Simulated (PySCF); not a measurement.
# C (carbon, neutral): UHF calculation

Configuration: [He] 2s2 2p2, high-spin 3P determinant. Computed with PySCF 2.14 in jorge-DZP-DKH (4s2p1d, 15 functions), with the spin-free X2C one-electron Hamiltonian (Gaussian nucleus).

| Item | Value |
| --- | --- |
| Total energy | -37.703799 hartree |
| One-electron energy | -50.4765 hartree |
| Hartree (Coulomb) energy | 17.8527 hartree |
| Exchange energy | -5.0801 hartree |
| ⟨S²⟩ | 2.0061 |
| ⟨L²⟩ | 2.011 |
| Sum of ⟨r⟩ | 7.116 bohr |
| Sum of ⟨r²⟩ | 13.61 bohr² |
| Traceless quadrupole moment −½Σ⟨3z² − r²⟩ along its main axis | 1.46 e·bohr² |
| Langevin diamagnetic susceptibility | -10.8 ×10⁻⁶ cm³/mol |
| Time after the integrals | 0.04 s of wall time on 1 thread of Neoverse-V2 (shared host) |

```
shell  electrons  mean orbital energy (hartree)  rms radius, mean of both spins (bohr)
 1s α          1                      -11.34752                                  0.312
 1s β          1                      -11.30196                                  0.312
 2s α          1                       -0.82623                                   1.75
 2s β          1                       -0.58335                                   1.75
 2p α          2                       -0.43604                                   1.91
```
